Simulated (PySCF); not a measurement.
Calculated NMR parameters of Cc1cn(C2CC2)nn1

| Item | Value |
| --- | --- |
| Formula | C6H9N3 |
| SMILES | Cc1cn(C2CC2)nn1 |
| InChI | InChI=1S/C6H9N3/c1-5-4-9(8-7-5)6-2-3-6/h4,6H,2-3H2,1H3 |
| Point group of the computed structure | C1 |
| Degrees of unsaturation | 4 |
| Carbon signals | 5 |
| Proton signals | 5 |

Atoms are numbered as in `[CH3:1][c:2]1[cH:3][n:4]([CH:5]2[CH2:6][CH2:7]2)[n:8][n:9]1`. Hydrogens are named by the atom that carries them. Ha(C6), Ha(C7) are cis to N4 on the ring; Hb(C6), Hb(C7) are trans to N4 on the ring.

How the numbers were obtained: GFN2-xTB structure, σ from GIAO-PBE0/pcSseg-1, in PySCF 2.14 (one computed conformer, gas phase, relativity neglected, equivalent nuclei averaged).

Referencing at the same level of theory: 1H and 13C against TMS; 15N vs NH3.

```tsv
carbon	δC, type	δH (multiplicity)	HMBC from (2–3 bonds)	span of the C tensor (ppm)
C1	13.2, CH3	2.54 (s)	H(C3)	28
C2	146.4, C	–	H(C3), H(C1)	146
C3	128.6, CH	7.41 (s)	H(C5), H(C1)	154
C5	32.5, CH	3.44 (m)	H(C3), Ha(C6)/Ha(C7), Hb(C6)/Hb(C7)	98
C6/C7	11.8, CH2	Hb(C6) 1.03 (m); Ha(C6) 1.71 (m)	H(C5), Ha(C6)/Ha(C7), Hb(C6)/Hb(C7)	67
```

Other nuclei:
| atoms | nucleus | environment | δ (ppm) | σ (ppm) |
| --- | --- | --- | --- | --- |
| N9 | 15N | pyridine-type nitrogen of an azole | 386.2 | -118.5 |
| N8 | 15N | pyridine-type nitrogen of an azole | 383.3 | -115.6 |
| N4 | 15N | pyrrole-type ring nitrogen | 275.8 | -8.1 |

1. Carbon types of the structure: 1 × C, 2 × CH, 2 × CH2, 1 × CH3, which accounts for all hydrogens.
2. δC 146.4: substituted aromatic carbon next to a ring nitrogen.
3. δC 128.6: aromatic CH next to a ring nitrogen.
4. δC 32.5, 11.8: three-membered-ring carbon.
5. δC 13.2: methyl carbon on an aromatic ring; a saturated carbon with 1 carbon neighbour and no heteroatom attached.
6. δH 7.41: hydrogen on an aromatic CH next to a ring nitrogen; aromatic region.

Shifts are as computed. Against solution values, carbons near 30 ppm lie about +3 ppm off and those near 130 ppm about +5 ppm. Of 1211 compounds with measured shifts, 218 miss one by over three times the rms of a fit or turn the order of signals round; such compounds aren't used in these exercises. Experimental scales use liquid or dissolved standards, which lie at an offset from isolated NH3 (liquid NH3: subtract about 20 ppm). Unscaled 15N shifts of sp2 nitrogen come out 20 to 40 ppm too high even then. No couplings were computed; multiplicities are counted from neighbouring protons, with m where these are inequivalent, close in shift, in a saturated or five-membered ring or joined by F or P, and br s for small geminal =CH2 splittings.
